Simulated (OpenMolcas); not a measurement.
An OpenMolcas run meant for Ho V (ANO-RCC-VQZP, DKH4; inactive shells 1s 2s 2p 3s 3p 3d 4s 4p 4d 5s 5p; intended active space 9 electrons in 7 orbitals (4f)). One step of its input:

```
&CASPT2
Multistate=18 1 2 3 4 5 6 7 8 9 10 11 12 13 14 15 16 17 18
Frozen=14 9
IPEA=0.25
Imaginary=3.0
MaxIter=60
WThr=0.0 0.3 0.05
PrWF=0.5
NoMix
```

The run finished. Its levels beside those of a sound run (SS-CASPT2, IPEA 0.25 Eh, imaginary shift 0.1 Eh (closed shells correlated: 5s 5p)), in cm⁻¹ above each run's lowest level:

| Level | This run | Usual run |
| --- | --- | --- |
| 4f⁹ ⁶H°_15/2 | 0.0 | 0.0 |
| 4f⁹ ⁶H°_13/2 | 3528 | 3528 |
| 4f⁹ ⁶H°_11/2 | 6586 | 6586 |
| 4f⁹ ⁶F°_11/2 | 8898 | 8635 |
| 4f⁹ ⁶H°_9/2 | 9174 | 9174 |
| 4f⁹ ⁶F°_9/2 | 11485 | 11222 |
| 4f⁹ ⁶H°_7/2 | 11291 | 11291 |
| 4f⁹ ⁶H°_5/2 | 12938 | 12938 |
| 4f⁹ ⁶F°_7/2 | 13602 | 13339 |
| 4f⁹ ⁶F°_5/2 | 15249 | 14986 |
| 4f⁹ ⁶F°_3/2 | 16425 | 16162 |
| 4f⁹ ⁶F°_1/2 | 17131 | 16868 |

Task: Which setting is unsound, and how much does it matter here?

Result: The level shift is far above the usual 0.1 to 0.3 hartree and damps the second-order energy. Against the sound run the excited levels shown move by 140 cm-1 on average and by 260 cm-1 at most.

CASPT2 breaks the degeneracy within a term, and the mean is taken; among the terms shown or strongly mixed into the levels shown the widest spread is 67 cm-1 (4f⁹ ⁶H°, the sound run). High states are left out of the spin-orbit mixing, which shifts the levels that they would mix with. Only configurations of the active space appear.

° marks odd parity.
